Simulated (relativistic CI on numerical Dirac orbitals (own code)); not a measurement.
## d1 to d9 in one octahedral field

Computed with a parametric ligand-field model without spin-orbit coupling, by exact diagonalisation: B = 770, C = 3050, 10Dq = 18300 cm⁻¹ (Oh; |10Dq|/B = 23.8) for every shell. Energies in cm⁻¹; the field energy is (0.6 n_e − 0.4 n_t2) × 10Dq of the ground term; g labels are left out.

```
Shell  Ground term  Electrons in e  Field energy  First spin-allowed bands  Lowest term of other spin
   d1          2T2           0.000         -7320                  2E 18300                           
   d2          3T1           0.030        -14082      3T2 16809, 3T1 26869                  1T2 11143
   d3          4A2           0.000        -21960      4T2 18300, 4T1 25899                   2E 14783
   d4           5E           1.000        -10980                 5T2 18300                    3T1 295
   d5          6A1           2.000             0                      none                   2T2 2960
   d6          1A1           0.054        -42937      1T1 16480, 1T2 25789                   3T1 9810
   d7           2E           1.042        -32177      2T1 16309, 2T2 16898                   4T1 3408
   d8          3A2           2.000        -21960      3T2 18300, 3T1 25899                   1E 12071
   d9           2E           3.000        -10980                 2T2 18300
```

Low spin: d6, d7; the other shells keep the spin of the free ion. Only d4 to d7 can choose; the field needed to pair spins is smallest for d6 and largest for d5, which loses most exchange energy. In the strong-field picture 10Dq must exceed about 6B + 5C = 19870 (d4), 7.5B + 5C = 21025 (d5), 2.5B + 4C = 14125 (d6) and 4B + 4C = 15280 (d7); mixing of terms shifts these bounds somewhat.
